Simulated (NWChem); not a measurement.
Molecule: SF₃, doublet; SMILES F[S](F)F

Computed with NWChem. Pople sets run with spherical d functions. Spin-unrestricted. All runs use the structure optimised with PBE0/def2-SVP, spin-unrestricted. No stability test was run on the SCF state.

### Question
Estimate the computed values for RPBE/6-31G*. Quantities: highest occupied level (eV); lowest empty minus highest occupied level, either spin (eV); dipole (D); <S²>.

### Answer
```json
{
  "highest occupied level (eV)": "-6.10",
  "lowest empty minus highest occupied level, either spin (eV)": "1.24",
  "dipole (D)": "0.63",
  "<S²>": "0.752"
}
```
